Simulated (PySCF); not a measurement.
Vertical excitations of a molecule C3H3BrF2 from TDA-LC-ωPBE/def2-SVPD in PySCF, as energy in eV (oscillator strength): 6.32 (0.000), 6.93 (0.044), 6.98 (0.292), 7.01 (0.000), 8.01 (0.000), 8.13 (0.009), 8.66 (0.049), 8.80 (0.040), 8.85 (0.004), 9.12 (0.448). Lowest triplet (TDA): 3.96 eV. Coordinates come from a B3LYP-D3(BJ)/def2-SVP optimisation. One conformer was computed; it need not be the lowest.

### Question
Which structure fits?
(A) F[C@H]1C[C@]1(F)Br
(B) C=C(Br)C(F)F
(C) FC(F)/C=C\Br
(D) FC1(F)C[C@@H]1Br

### Answer
C, FC(F)/C=C\Br
